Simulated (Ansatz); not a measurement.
Cost and result for the atomization energy of `[GeH3]/[CH]=[N]/[InH2]` (10 atoms, 9 bonds).

```csv
atom,x (Å),y (Å),z (Å)
Ge1,-0.661,0.210,-2.010
C2,-0.184,-0.198,-0.129
N3,0.588,0.567,0.511
In4,1.014,0.027,2.491
H5,0.060,1.490,-2.450
H6,-2.188,0.388,-2.132
H7,-0.259,-0.970,-2.917
H8,-0.640,-1.121,0.289
H9,0.218,-1.439,2.952
H10,2.053,1.045,3.395
```

The species carries charge 0 and has multiplicity 1. Correlated methods include outer-core shells of Ge, In, which these sets cover unevenly. Scalar relativity is left out up to krypton. In takes the def2 core potential. Geometry: relaxed with PBE0-D4/def2-TZVP. Program: Ansatz. All runs use 4 threads of an AMD EPYC 9R45 on a shared host. Times are those of one run each, without the atoms' runs, and a repeat can differ threefold. Electronic energies, without spin–orbit coupling; frozen cores. CCSD(T)/CBS adds CCSD(T) − MP2 in def2-TZVPP to the MP2 limit, and its time is that of the two runs behind it. T1 = 0.014. With those shells the extrapolation isn't a true limit. HSE06 is the plane-wave form, built on full-range PBE exchange.

CCSD(T)/CBS is a level of theory with its own doubt, some kJ/mol a heavy atom from the limit and from the frozen cores, so smaller differences don't rank the functionals.

```csv
level,functions,wall time
revPBE-D4/def2-TZVPP,244,0.8 s
BLYP-D4/def2-TZVPP,244,0.9 s
HSE06-D4/def2-TZVPP,244,1.4 s
BHLYP-D4/def2-TZVPP,244,1.4 s
CAM-B3LYP-D4/def2-TZVPP,244,1.6 s
r2SCANh-D4/def2-TZVPP,244,1.8 s
B2PLYP/def2-TZVPP,244,2.3 s
PBE-QIDH/def2-TZVPP,244,2.5 s
CCSD(T)/def2-SVP,116,3.5 s
ωB97M-V/def2-TZVPP (with forces),244,4.3 s
MP2/def2-QZVPP,465,8 s
CCSD(T)/def2-TZVPP,244,66 s
CCSD(T)/CBS(def2),–,74 s
```

**Question.** What atomization energy does each give, and how far from CCSD(T)/CBS? (Estimate.)

**Answer.** Computed: 
```csv
level,atomization (kcal/mol),difference from CCSD(T)/CBS,per bond
revPBE-D4/def2-TZVPP,669.8,-11.4,-1.3
BLYP-D4/def2-TZVPP,676.4,-4.8,-0.5
HSE06-D4/def2-TZVPP,673.5,-7.7,-0.8
BHLYP-D4/def2-TZVPP,656.5,-24.7,-2.7
CAM-B3LYP-D4/def2-TZVPP,681.2,0.0,0.0
r2SCANh-D4/def2-TZVPP,672.3,-8.9,-1.0
B2PLYP/def2-TZVPP,668.1,-13.1,-1.4
PBE-QIDH/def2-TZVPP,668.6,-12.6,-1.4
CCSD(T)/def2-SVP,633.3,-47.9,-5.3
ωB97M-V/def2-TZVPP (with forces),678.5,-2.7,-0.3
MP2/def2-QZVPP,672.1,-9.1,-1.0
CCSD(T)/def2-TZVPP,664.2,-17.0,-1.9
CCSD(T)/CBS(def2),681.2,0.0,0.0
```

From PBE to PBE0 (25 % exact exchange), in def2-TZVPP and without D4, the atomization energy moves by −12.7 kcal/mol: exact exchange takes away binding that semilocal exchange gives to molecules. Leaving LDA and LC-ωPBE aside and taking each functional with its dispersion term where it has one, the values, not all of them listed here, spread over 30.8 kcal/mol, from BHLYP-D4 to B97M-V. LDA lies +100.1 kcal/mol from PBE without D4, its usual overbinding. The D4 term adds +8.1 kcal/mol with B3LYP and +4.2 kcal/mol with PBE0; it sums over pairs of atoms, weighted by their polarisabilities, and B3LYP, whose exchange is more repulsive, gets the larger term.

B3LYP here is the variant with VWN-RPA as its local correlation; programs differ in this.

Spin–orbit coupling would lower the free In atoms strongly, and the atomization energy with them, by more than many differences here. For some Ge, Se and Sn compounds the MP2-based and the directly extrapolated limit differ by 10 to 25 kJ/mol.
